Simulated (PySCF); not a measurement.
Gas-phase reaction: 6 H + 2 B₂O₃ ⇌ B(OH)₃ + B₃O₃H₃

Method: PySCF energies plus ideal-gas RRHO corrections (1 bar). † marks an energy on the PBE0/def2-TZVP geometry and frequencies. CCSD(T) freezes the core. Open shells (unrestricted): H (multiplicity 2); the rest are closed-shell singlets. CCSD(T) isn't extrapolated to the basis-set limit.

CCSD(T)/def2-TZVPP† gives ΔH°(298 K) = -1803 kJ.

What do HF/def2-TZVP†, M06-2X/def2-TZVP†, PBE0/def2-QZVP† give?

HF/def2-TZVP†: -1530 kJ; M06-2X/def2-TZVP†: -1811 kJ; PBE0/def2-QZVP†: -1782 kJ. For scale, ΔH°(298 K) is -1803 kJ at this level, -1799 kJ at ωB97M-V/def2-TZVP†, and runs from -1950 to -1484 kJ over the 20 levels computed.
